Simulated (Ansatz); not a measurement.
NiO₄H₈³⁺, that is [Ni(H2O)4]2+ with one electron fewer, relaxed as a quartet with UKS PBE-D4/def2-SVP in Ansatz, starting from the PBE-D4/def2-SVP geometry of the charge +2 triplet. Force threshold 0.02 eV/Å.

Start:

```xyz
13

Ni    0.085   -0.262   -0.102
O    -1.785   -0.560    0.399
H    -2.110   -0.719    1.314
H    -2.568   -0.327   -0.147
O     1.106   -1.096    1.373
H     1.596   -0.588    2.056
H     1.115   -2.039    1.652
O     0.836    1.548    0.306
H     0.311    2.324    0.603
H     1.672    1.900   -0.072
O    -0.025   -0.095   -2.075
H     0.000    0.734   -2.601
H    -0.233   -0.821   -2.705
```

```json
{"step": "1", "energy (eV)": "-49300.1930", "largest force component (eV/Å)": "0.974", "SCF passes": "31"}
{"step": "2", "energy (eV)": "-49300.2741", "largest force component (eV/Å)": "1.295", "SCF passes": "34"}
{"step": "3", "energy (eV)": "-49300.3597", "largest force component (eV/Å)": "1.012", "SCF passes": "35"}
{"step": "4", "energy (eV)": "-49300.3979", "largest force component (eV/Å)": "0.479", "SCF passes": "40"}
{"step": "5", "energy (eV)": "-49300.4203", "largest force component (eV/Å)": "0.299", "SCF passes": "35"}
{"step": "6", "energy (eV)": "-49300.4379", "largest force component (eV/Å)": "0.056", "SCF passes": "34"}
{"step": "7", "energy (eV)": "-49300.4456", "largest force component (eV/Å)": "0.103", "SCF passes": "35"}
{"step": "8", "energy (eV)": "-49300.4509", "largest force component (eV/Å)": "0.434", "SCF passes": "35"}
{"step": "9", "energy (eV)": "-49300.4672", "largest force component (eV/Å)": "0.717", "SCF passes": "33"}
{"step": "10", "energy (eV)": "-49300.4861", "largest force component (eV/Å)": "0.494", "SCF passes": "30"}
{"step": "11", "energy (eV)": "-49300.4998", "largest force component (eV/Å)": "0.117", "SCF passes": "37"}
{"step": "12", "energy (eV)": "-49300.5137", "largest force component (eV/Å)": "0.021", "SCF passes": "33"}
{"step": "13", "energy (eV)": "-49300.5147", "largest force component (eV/Å)": "0.013", "SCF passes": "26"}
```

Force components are those of the run's own axes.

End:

```csv
atom,x (Å),y (Å),z (Å)
Ni1,-0.0009,-0.0003,0.0005
O2,-1.8292,-0.4103,0.5616
H3,-2.1448,-0.7088,1.4636
H4,-2.6496,-0.1500,0.0487
O5,0.9602,-1.2428,1.1656
H6,1.9423,-1.1901,1.3573
H7,0.6541,-2.1322,1.5088
O8,0.5315,1.8736,0.1835
H9,0.2904,2.4554,0.9628
H10,1.2369,2.3661,-0.3283
O11,0.3379,-0.2210,-1.9133
H12,0.2582,0.4675,-2.6357
H13,0.4130,-1.1070,-2.3753
```

By distances, no bond broke or formed. The bond that changes most is Ni1–O8, from 2.00 to 1.96 Å (atoms count from 1).

No frequencies were taken in this run, so the end may be a saddle point.

Run time 27 s (4 threads of Intel Xeon Platinum 8259CL on a shared host).
